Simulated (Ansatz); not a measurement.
**C4H11BSi: where a starting geometry ends**

The starting geometry of this gas-phase singlet was optimised with GFN2-xTB; its bonds are those of `BC[SiH2]CC=C`.

```xyz
17

C     0.5489    1.9958    0.6790
C     1.0313   -0.5850   -1.0936
C    -0.3256   -0.6936   -1.6940
C    -0.9406   -1.8319   -1.9620
B    -0.6612    2.3011   -0.2374
Si    0.9429    0.1168    0.6834
H    -1.7530    2.1430    0.1562
H    -0.4983    2.6954   -1.3295
H     1.4618    2.5106    0.3791
H     0.3601    2.2433    1.7231
H    -0.0715   -0.6269    1.4404
H     2.2576   -0.0586    1.3231
H     1.5093   -1.5651   -1.0809
H     1.6481    0.0745   -1.7080
H    -0.8203    0.2503   -1.8866
H    -0.4716   -2.7847   -1.7755
H    -1.9315   -1.8626   -2.3820
```

Predict what it relaxes into with B3LYP/def2-SVP.

It keeps its bonds, and is `BC[SiH2]CC=C`.

The energy falls by 0.14 eV over 20 steps:

```csv
step,E − E(last) (eV)
1,0.137
3,0.024
5,0.013
7,0.007
9,0.003
12,0.000
14,0.000
16,0.000
18,0.000
20,0.000
```

Final geometry (Å):

```xyz
17

C     0.5058    1.9854    0.5627
C     1.1562   -0.6959   -1.0459
C    -0.1050   -0.6428   -1.8577
C    -1.0024   -1.6289   -1.9789
B    -0.8900    2.1819   -0.0712
Si    0.9989    0.1414    0.6581
H    -1.8915    1.9872    0.5782
H    -1.0172    2.5101   -1.2280
H     1.3273    2.4966    0.0332
H     0.5183    2.2758    1.6293
H    -0.0063   -0.6022    1.4723
H     2.3220    0.0615    1.3513
H     1.4574   -1.7402   -0.8517
H     1.9920   -0.2150   -1.5846
H    -0.3074    0.3080   -2.3667
H    -0.8577   -2.6026   -1.4983
H    -1.9143   -1.4981   -2.5675
```

No frequencies were run, so the end isn't proven a minimum. Run with Ansatz 0.2.0, 50 s on 2 threads of Intel(R) Xeon(R) 6975P-C (Granite Rapids), on a shared host.
